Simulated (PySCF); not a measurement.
C4H13AlO2Si, SMILES C[Si](C)(C)[CH2][Al]([OH])[OH], singlet, GFN2-xTB optimised geometry.

```
21

Si     1.05     0.94     0.00
C      2.96     0.94     0.00
C      0.41     2.74     0.00
C      0.43     0.07    -1.58
C      0.35     0.00     1.50
Al    -1.39    -0.75     0.88
O     -2.63     0.32     0.65
O     -1.51    -2.37     0.61
H      3.35     1.47    -0.87
H      3.35     1.44     0.88
H      3.36    -0.07    -0.02
H     -0.68     2.75     0.05
H      0.71     3.27    -0.90
H      0.79     3.30     0.85
H      1.02    -0.81    -1.81
H     -0.60    -0.28    -1.39
H      0.41     0.70    -2.45
H      1.03    -0.79     1.80
H      0.25     0.68     2.35
H     -3.36     0.91     0.52
H     -1.51    -3.30     0.46
```

Density from PBE0/def2-SVP (PySCF) at that geometry.

Minimum of the electron density along straight lines between bonded atoms, close to the bond critical point (lines longer than 1.1 times the sum of covalent radii, or with two minima, are not listed):

| bond | length / Å | ρ at the minimum / e bohr⁻³ | ∇²ρ there / e bohr⁻⁵ | position (fraction from the first atom) |
|---|---|---|---|---|
| Si1–C2 | 1.911 | 0.109 | 0.31 | 0.38 |
| Si1–C3 | 1.908 | 0.109 | 0.32 | 0.38 |
| Si1–C4 | 1.908 | 0.109 | 0.32 | 0.38 |
| Si1–C5 | 1.906 | 0.108 | 0.30 | 0.38 |
| C5–Al6 | 1.994 | (withheld) | 0.30 | 0.60 |
| Al6–O7 | 1.647 | 0.103 | 1.04 | 0.44 |
| Al6–O8 | 1.648 | 0.103 | 1.03 | 0.44 |
| C2–H9 | 1.085 | 0.271 | -0.96 | 0.62 |
| C2–H10 | 1.085 | 0.272 | -0.97 | 0.62 |
| C2–H11 | 1.085 | 0.271 | -0.96 | 0.62 |
| C3–H12 | 1.085 | 0.272 | -0.97 | 0.62 |
| C3–H13 | 1.086 | 0.271 | -0.96 | 0.62 |
| C3–H14 | 1.085 | 0.271 | -0.96 | 0.62 |
| C4–H15 | 1.085 | 0.272 | -0.97 | 0.62 |
| C4–H16 | 1.095 | 0.263 | -0.88 | 0.61 |
| C4–H17 | 1.085 | 0.272 | -0.98 | 0.62 |
| C5–H18 | 1.089 | 0.265 | -0.91 | 0.62 |
| C5–H19 | 1.088 | 0.265 | -0.90 | 0.62 |
| O7–H20 | 0.945 | 0.364 | -2.59 | 0.82 |
| O8–H21 | 0.944 | 0.364 | -2.59 | 0.82 |

### Question
Fill in the missing entries.

### Answer

- C5–Al6, ρ at the minimum / e bohr⁻³: 0.078
